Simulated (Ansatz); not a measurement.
The same hydrogenolysis along the group B, Al, Ga, In.

Isolated molecules relaxed with PBE0-D4/def2-TZVP in Ansatz; ΔE leaves out vibrations. CBS: MP2 limit from def2 TZ/QZ plus the TZ coupled-cluster correction, frozen cores. This one scheme is used for every species. DFT in def2-TZVPP. B3LYP here is the variant with VWN-RPA as its local correlation; programs differ in this. def2 core potentials past Kr. For Ga, In outer-core shells are correlated without core-valence functions, which leaves a few kJ/mol of doubt a bond. Scalar relativity is left out up to krypton. One conformer a species, not always the lowest.

```
                                       reaction  B3LYP-D4 (kJ/mol)  RPA@PBE/def2-TZVPP (kJ/mol)
                    `FB(S)S` + H₂ → `FBS` + H₂S                 40                           34
`[F][Al]([SH])[SH]` + H₂ → `[F][AlH][SH]` + H₂S                 88                           81
`[F][Ga]([SH])[SH]` + H₂ → `[F][GaH][SH]` + H₂S                 64                           60
`[F][In]([SH])[SH]` + H₂ → `[F][InH][SH]` + H₂S                 61                           56
```

(1) Give the CCSD(T)/CBS values in the same order. (Best estimate.)

Largest T1 diagnostic: 0.016, for `[F][InH][SH]`.

## Answers

(1) Computed: 40, 91, 67, 65 kJ/mol.
